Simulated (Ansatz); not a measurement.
Relaxation of a periodic cell of 13 atoms, Tc$_{12}$N (host Tc, host structure hcp, interstitial N), to a largest force component of 0.03 eV/Å in at most 60 steps.

All numbers below come from Ansatz 0.2.0, DFT PBE, scalar-relativistic, plane waves, PAW. Settings: cutoff 600 eV, k mesh 4x3x4, gaussian smearing 0.1 eV, no spin polarisation.

```xyz
13
Lattice="5.4800 0.0000 0.0000 -4.1100 7.1187 0.0000 0.0000 0.0000 4.3950" Properties=species:S:1:pos:R:3
Tc 0.000 0.000 0.000
Tc 0.000 1.582 2.197
Tc -1.370 2.373 0.000
Tc -1.370 3.955 2.197
Tc -2.740 4.746 0.000
Tc -2.740 6.328 2.197
Tc 2.740 0.000 0.000
Tc 2.740 1.582 2.197
Tc 1.370 2.373 0.000
Tc 1.370 3.955 2.197
Tc 0.000 4.746 0.000
Tc 0.000 6.328 2.197
N 1.404 5.517 1.080
```

Q: Where does it end, and by what steps?

A: It converged. The force dipped under the threshold on the way, but the program's further checks kept it going. Limits of this set-up: coarse k mesh, odd electron count without spin. After 5 steps the energy has fallen by 1.001 eV; Tc6 moved furthest, 0.11 Å.

| step | energy less start (eV) | largest force component (eV/Å) | accepted |
| --- | --- | --- | --- |
| 0 | 0.0000 | 3.128 | yes |
| 1 | -0.9463 | 0.607 | yes |
| 2 | -0.9953 | 0.268 | yes |
| 3 | -1.0001 | 0.140 | yes |
| 4 | -1.0014 | 0.023 | yes |
| 5 | -1.0014 | 0.023 | yes |

```xyz
13
Lattice="5.4800 0.0000 0.0000 -4.1100 7.1187 0.0000 0.0000 0.0000 4.3950" Properties=species:S:1:pos:R:3
Tc 0.007 0.093 -0.028
Tc -0.008 1.606 2.191
Tc -1.373 2.356 -0.011
Tc -1.363 3.922 2.176
Tc -2.665 4.703 -0.046
Tc -2.653 6.386 2.233
Tc 2.739 0.029 0.018
Tc 2.747 1.595 2.206
Tc 1.382 2.346 0.004
Tc 1.367 3.859 2.223
Tc -0.082 4.687 -0.038
Tc -0.070 6.366 2.241
N 1.375 5.535 1.097
```

The run took 2.5 min on 4 threads of Arm Neoverse V1, on a shared host, peak memory 1.5 GiB.
